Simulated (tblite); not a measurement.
Compound: C₆H₁₃FGe.
Z-matrix (Å and degrees, GFN2-xTB geometry), rows numbered from 1:
```
C 
C   1  1.5286
C   2  1.5338  1  110.09
C   3  1.5300  2  114.34  1   163.78
C   4  1.5279  3  113.23  2    74.66
Ge  5  1.9827  4  109.14  3   -54.15
F   6  1.7746  5  107.57  4   151.50
C   2  1.5306  1  109.57  3  -123.61
H   1  1.0879  2  110.69  3   179.63
H   1  1.0883  2  110.38  3    59.70
H   1  1.0881  2  110.67  3   -60.29
H   2  1.0970  1  108.13  3   117.98
H   3  1.0929  2  108.06  1    43.39
H   3  1.0930  2  109.17  1   -73.39
H   4  1.0934  3  108.88  2   -47.58
H   4  1.0941  3  108.81  2  -164.21
H   5  1.0900  4  110.24  3  -178.22
H   5  1.0920  4  109.73  3    63.75
H   6  1.5207  5  117.81  4   -96.82
H   8  1.0926  2  109.57  1    58.46
H   8  1.0907  2  110.16  1   -59.25
```

Method: GFN2-xTB as coded in tblite; computed harmonic values from a numerical Hessian at the method's own geometry, unscaled. Against measured fundamentals such values can be off by several per cent, at times by over 20. Modes of hydrogen on germanium can be 10 to 20 % off. One conformer, not necessarily the lowest.

Harmonic wavenumbers (cm⁻¹): 62.3, 99.3, 160.2, 168.6, 219.1, 236.1, 267.6, 316.6, 334.1, 420.9, 453.8, 482.0, 552.0, 568.9, 615.8, 649.0, 753.7, 767.2, 834.8, 905.1, 938.9, 961.1, 994.0, 1019.9, 1052.3, 1084.9, 1120.4, 1132.9, 1182.4, 1199.5, 1213.4, 1244.2, 1274.0, 1305.2, 1337.0, 1351.3, 1362.1, 1417.1, 1446.2, 1447.8, 1483.0, 1496.3, 1502.4, 1504.6, 1840.2, 2907.3, 2942.6, 2948.2, 2955.1, 2957.8, 2966.9, 2969.6, 2974.0, 2978.4, 3026.5, 3027.9, 3035.0.

A = 2331, B = 1035, C = 799.0 MHz; mass 178.021 u (most abundant isotopes); point group C1, symmetry number 1.

Question: Zero-point energy?

Answer: Half the sum of the wavenumbers: 38234 cm⁻¹ = 109.32 kcal/mol.

Question: Entropy at 350 K, 1 bar (ideal gas, RRHO, classical rotation)?

Answer: Translation 42.26, rotation 29.98, vibration 32.46: S = 104.7 cal/(mol K).

Question: And Cp and H(350 K) − H(0)?

Answer: Cp = 45.61 cal/(mol K), of which vibrations give 37.66 (their classical limit is 57 R = 113.3); H(350 K) − H(0) = 9.12 kcal/mol without the zero-point energy, 6.34 from vibrations.

Question: How do the functions run with temperature in this model?

Answer: 
| T (K) | S (cal/(mol K)) | Cp (cal/(mol K)) | H − H(0) (kcal/mol) | G − H(0) (kcal/mol) | ln q(vib) |
| --- | --- | --- | --- | --- | --- |
| 100 | 68.5 | 17.8 | 1.20 | -5.66 | 1.12 |
| 200 | 84.3 | 28.9 | 3.54 | -13.33 | 3.41 |
| 300 | 98.1 | 40.0 | 6.98 | -22.46 | 5.93 |
| 500 | 123.6 | 60.6 | 17.12 | -44.66 | 11.17 |
| 800 | 156.9 | 81.0 | 38.63 | -86.88 | 18.99 |
| 1000 | 176.0 | 89.9 | 55.77 | -120.21 | 23.94 |

q(vib) and H(0) count from the zero-point level.

Question: Blend soft modes into free rotors: weight 1/[1 + (100 cm⁻¹/ν̃)⁴] for the oscillator and the rest for a rotor with moment μB/(μ + B), μ = h/(8π²ν), B = 10⁻⁴⁴ kg m². What vibrational entropy results?

Answer: 30.96 cal/(mol K) in place of 32.46, which changes −T·S at 350 K by +0.52 kcal/mol.

Question: Which modes carry the vibrational entropy at 350 K?

Answer: 62.3 cm⁻¹: 4.70; 99.3 cm⁻¹: 3.78; 160.2 cm⁻¹: 2.85; 168.6 cm⁻¹: 2.76; 219.1 cm⁻¹: 2.26; 236.1 cm⁻¹: 2.12 cal/(mol K); the other 51 give 13.98 together.

Hindered rotation and anharmonicity are outside this model. Other conformers, if any are populated, would add a mixing term that is left out. The structure is chiral; the term R ln 2 for an equal mix with its mirror image is left out.
